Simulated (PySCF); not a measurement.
# What a mistake does to a calculation on AlBCFH2 cation

Calculated results; nothing here was measured. They come from PySCF 2.14.0, an open-source quantum chemistry program, on an isolated molecule that a program drew, which may never have been made. The molecule is AlBCFH2 cation (charge +1, singlet), drawn as the SMILES string `C=[B][Al+][F]`.

Each row is a Hartree-Fock (HF) and frozen-core CCSD(T) single point in the cc-pV(D+d)Z basis, meant for a local HF minimum. Run 1 is clean. Each other run has one planted mistake out of seven kinds, and not every kind appears here: one electron removed, one electron added, multiplicity raised by two, geometry at a saddle point, minimal basis STO-3G, one bond length entered in bohr, all coordinates scaled. The reference is restricted for singlets and unrestricted otherwise, and also for a bond in bohr. Adding or removing an electron swaps singlet and doublet. Electrons count all cores. HOMO and LUMO are orbital energies over both spins, the gradient is its largest component, and the lowest frequency (negative if imaginary) is given only where the gradient is small. Bond lengths are over the 5 bonds as drawn. T1 is the CCSD diagnostic: over 0.02 (restricted) or 0.045 (unrestricted) a single reference is doubtful.

Geometry of the clean run:
```xyz
6
AlBCFH2 cation, angstrom
C     0.1833    0.4724   -2.4721
B    -0.7956    0.0815   -1.5731
Al   -2.2265   -0.4887   -0.2594
F    -3.3626   -0.9406    0.7830
H     0.9926   -0.1894   -2.7708
H     0.1920    1.4609   -2.9247
```

| run | electrons | basis functions | <S^2> | HOMO (eV) | LUMO (eV) | gradient (hartree/bohr) | lowest frequency (cm^-1) | mean bond (Å) | longest bond (Å) | T1 | HF (hartree) | CCSD(T) (hartree) | mistake |
|---|---|---|---|---|---|---|---|---|---|---|---|---|---|
| 1 | 34 | 75 | 0.000 | -14.46 | -5.58 | 1.4e-05 | 105 | 1.4382 | 2.025 | 0.0199 | -404.80217 | -405.27615 | no fault |
| 2 | 35 | 75 | 1.036 | -6.88 | 0.88 | 5.7e-02 | - | 1.4382 | 2.025 | 0.0439 | -405.03336 | -405.51843 | one electron added |
| 3 | 34 | 26 | 0.000 | -12.39 | -0.65 | 3.8e-02 | - | 1.4382 | 2.025 | 0.0213 | -399.77171 | -399.96810 | ? |
| 4 | 33 | 75 | 0.756 | -23.80 | -12.43 | 4.0e-02 | - | 1.4382 | 2.025 | 0.0186 | -404.31493 | -404.73848 | ? |

**Which mistake was planted in run 3, and what did it cost?**

It has 26 basis functions where the clean run has 75, with the same electrons and geometry. So the mistake is: minimal basis STO-3G. Subtracting run 1 and multiplying by 627.51 kcal/mol a hartree, the energy moved by 3156.7 kcal/mol in HF and 3330.9 kcal/mol in CCSD(T).

**Which mistake was planted in run 4, and what did it cost?**

It counts 33 electrons, one fewer than the clean run, at the same geometry and basis. So the mistake is: one electron removed. Subtracting run 1 and multiplying by 627.51 kcal/mol a hartree, the energy moved by 305.7 kcal/mol in HF and 337.4 kcal/mol in CCSD(T).

Cautions from the logs. Run 3: T1 is over the limit, so its CCSD(T) energy is less reliable.
